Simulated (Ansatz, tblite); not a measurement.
Cost and result up the ladder for CrN(OH)3 (CrNO₃H₃) (8 atoms). Charge 0, multiplicity 1. Geometry: B3LYP-D4/def2-SVP.

Cartesian coordinates in Å:
```
Cr -0.020 0.012 0.033
N 0.736 -0.425 -1.185
O 0.886 1.300 0.783
H 1.718 1.589 0.382
O -0.155 -1.368 1.092
H 0.235 -2.212 0.822
O -1.591 0.564 -0.492
H -1.809 0.540 -1.435
```

Ansatz on 4 threads of Arm Neoverse V2 on a shared host; xTB runs through tblite on one thread. Times are rough, summed over both states, and most runs start from the orbitals of an earlier one. No level here is sound enough to serve as a yardstick. The other state is a doublet.

The xTB rows come from tblite. HOMO above LUMO, or a gap near zero within one spin, warns that the state may not be the lowest or that an electron is smeared out.

Raw xTB energies of ions are shifted by several eV.

| level | functions | wall time | vertical IE (eV) | remarks |
| --- | --- | --- | --- | --- |
| GFN2-xTB | 28 | 0.007 s | 14.77 | – |
| GFN1-xTB | 31 | 0.008 s | 17.51 | – |
| PBE-D4/def2-TZVP | 187 | 5.6 s | 10.81 | gap within one spin near zero (+1 doublet) |
| PBE0-D4/def2-TZVP | 187 | 12 s | 11.16 | restricted SCF unstable in HF (singlet), spin-contaminated (⟨S²⟩ 0.86) (+1 doublet) |
